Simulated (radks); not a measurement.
Task: These are the eigenvalues of the occupied orbitals of an atom or ion with whole-number occupations (eV). Method: Dirac Kohn-Sham, PBE, spin-unpolarised, spherical densities, finite nucleus; Fermi nuclear charge, rms radius of each element as measured or else 0.836 A^(1/3) + 0.57 fm; computed with a radial shooting solver on a logarithmic mesh with Libxc functionals.

| orbital | eigenvalue |
|---|---|
| 1s1/2 | -2093.075 |
| 2s1/2 | -182.8517 |
| 2p1/2 | -133.9856 |
| 2p3/2 | -133.0676 |
| 3s1/2 | -21.5497 |
| 3p1/2 | -12.5254 |
| 4f5/2 | -0.4350 |

Which element is it, and in what charge state? The configuration may be excited. Open shells, if any, fill j = l - 1/2 first.

Result: Z = 15, phosphorus, charge 0: P in [Ne] 3s2 3p2 4f1. The list shows which subshells hold electrons but not how many an open one holds; the 1s level, -76.919 hartree, gives Z - s = 12.4 by -(Z - s)^2/2, which with screening and relativity narrows Z to a few neighbours, and the depths of the outer levels then fix element, charge and occupations together.
